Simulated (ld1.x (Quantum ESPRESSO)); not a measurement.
# Before and after: TM potential for aluminium (Al)

Al (Z = 13), norm-conserving Troullier–Martins (Kleinman–Bylander form), made with ld1.x (Quantum ESPRESSO) 7.5 (revPBE, scalar-relativistic). Core [Ne], reference 3s2 3p1. Waves: 3s (bound): rc 1.55 bohr; 3p (bound): rc 1.80 bohr. Local part: all-electron potential smoothed inside 1.25 bohr (lloc = -1). Core correction: a·sin(br)/r model core inside 1.45 bohr.

Change: local potential all-electron potential smoothed inside 1.62 bohr (lloc = -1).

Cutoffs: the cutoffs (Ry, on a coarse ladder) from which the occupation-weighted sum of valence levels, in a spherical-Bessel basis at the reference potential, stays within 10 and 1 mRy of its value at 400 Ry; they do not see the model core or the augmentation charge, which bear on the density cutoff. Errors are all-electron minus pseudo energies relative to the spin-unpolarised reference configuration.

Question: How do hardness, ghosts and transferability respond?

Answer: The potential gets neither clearly harder nor softer (21 Ry and 50 Ry → 21 Ry and 50 Ry); of the 7 tests that both files solve, the error grows in 0 and shrinks in 5 by more than 15 % and 0.3 meV (median size 3.1 → 2.1 meV); neither file shows a bound ghost. That the errors move this way runs against the usual rule that smaller radii transfer better.

```csv
quantity,base,changed
"cutoff, loose",21 Ry,21 Ry
"cutoff, tight",50 Ry,50 Ry
bound ghosts,none,none
"error for 3s2 3p0, meV [ΔE 5.75 eV]",+3.1,+2.1
"error for 3s1 3p0, meV [ΔE 24.90 eV]",+45,+33
"error for 3s2 3p0.5, meV [ΔE 2.08 eV]",+0.5,+0.3
"error for 3s1 3p2, meV [ΔE 5.11 eV]",+2.7,+2.1
"error for 3s2 3p1.3, meV [ΔE -0.57 eV]",+0.1,+0.1
"error for 3s1 3p1, meV [ΔE 11.53 eV]",+12,+9.6
"error for 3s0 3p3, meV [ΔE 10.38 eV]",+13,+11
s: phases at 1.95 bohr within 0.05 rad from the reference energy up to (Ry; the scan ends near 5),0.3,1.3
p: phases at 1.95 bohr within 0.05 rad from the reference energy up to (Ry; the scan ends near 5),0.7,0.9
```
